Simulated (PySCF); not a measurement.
# Stretching one bond of AlBO2

All numbers below are calculated, not measured. The program is PySCF 2.14.0, an open-source quantum chemistry code, run on an isolated molecule that a program drew, which may never have been made. The molecule is AlBO2 (charge 0, singlet), drawn as the SMILES string `O=B[O][Al]`.

The structure below is the HF double-zeta minimum with every atom moved a little at random, so it isn't optimised. Bond O3-Al4 is then set to each length in the table by shifting atom 4 along it, with nothing else relaxed.
```xyz
4
AlBO2, angstrom
O    -0.2445    0.8938    0.6528
B    -0.3127   -0.1076   -0.0535
O    -0.4752   -1.2731   -0.6847
Al   -0.5661   -2.7554   -1.3494
```

E is the energy above the same method's energy at the HF double-zeta minimum. IE is the energy to remove one electron at fixed geometry, to the doublet state of charge +1, as a difference of total energies. The basis family is cc-pV(n+d)Z, with UHF for radicals and no spin-orbit coupling. Best is HF at quadruple zeta, plus MP2 correlation extrapolated from triple and quadruple zeta, plus CCSD(T) minus MP2 at triple zeta, with a frozen core. The other columns are at triple zeta.

| bond (Å) | E r2SCAN (kcal/mol) | E HF (kcal/mol) | E CCSD(T) (kcal/mol) | E best (kcal/mol) | IE r2SCAN (eV) | IE HF (eV) | IE CCSD(T) (eV) | IE best (eV) | T1 |
|---|---|---|---|---|---|---|---|---|---|
| 1.5081 | 18.68 | 19.59 | 18.96 | 19.51 | 9.169 | 8.333 | 9.344 | 9.431 | 0.017 |
| 1.5831 | ? | ? | ? | ? | ? | ? | ? | ? | ? |
| 1.6271 | 3.61 | 5.24 | 3.37 | 3.89 | 9.467 | 8.669 | 9.655 | 9.749 | 0.018 |
| 1.7861 | 1.55 | 4.18 | 0.99 | 1.46 | 9.844 | 9.151 | 10.095 | 10.198 | 0.018 |
| 1.8071 | 2.16 | 4.91 | 1.57 | 2.04 | 9.883 | 9.216 | 10.154 | 10.258 | 0.018 |

T1 is the CCSD diagnostic of the starting molecule.

**Estimate the best E and IE at 1.5831 Å from the other rows.**

A cubic in the inverse of the bond length through the other values of E best gives 7.77 kcal/mol there. A least-squares quadratic in the bond length through IE best gives 9.630 eV. The calculation gives 7.77 kcal/mol and 9.629 eV, so the fits miss by 0.00 kcal/mol and 0.001 eV. The same recipe one zeta lower moves these two values by 0.29 kcal/mol and 0.01 eV, a gauge of their own error. The rest of the row: E is 7.31 (r2SCAN), 8.67 (HF), 7.24 (CCSD(T)); IE is 9.355 (r2SCAN), 8.541 (HF), 9.538 (CCSD(T)); T1 is 0.017.
